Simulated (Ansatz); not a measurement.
Mulliken charges of `F[C@H]1O[C@H]1[SiH3]` from ωB97M-V/def2-TZVPP in Ansatz (PBE0-D4/def2-TZVP geometry).

```tsv
atom	x (Å)	y (Å)	z (Å)	charge (e)
F1	-1.317	-1.327	0.932	-0.202
C2	-0.754	-1.276	-0.296	0.221
O3	-1.179	-0.255	-1.104	-0.307
C4	0.199	-0.221	-0.613	-0.078
Si5	0.630	1.168	0.581	0.201
H6	-0.710	-2.271	-0.732	0.106
H7	0.928	-0.452	-1.391	0.099
H8	1.923	0.827	1.230	-0.024
H9	-0.436	1.336	1.594	0.001
H10	0.799	2.420	-0.199	-0.018
```

**Question.** By hand: the dipole of these point charges (1 e Å = 4.8032 D).

**Answer.** Σ q r = (0.528, -0.031, 0.010) e Å, of length 0.529 e Å = 2.54 D.

**Question.** How does the dipole of the full density compare? (Best estimate.)

**Answer.** Ansatz gave: (0.384, -0.142, -0.110) e Å, 2.04 D; the point charges give 1.25 times that, at 23° from its direction.

Point charges leave out the atoms' own dipoles, such as those of lone pairs, and Mulliken's split depends on the basis, so the two needn't agree.
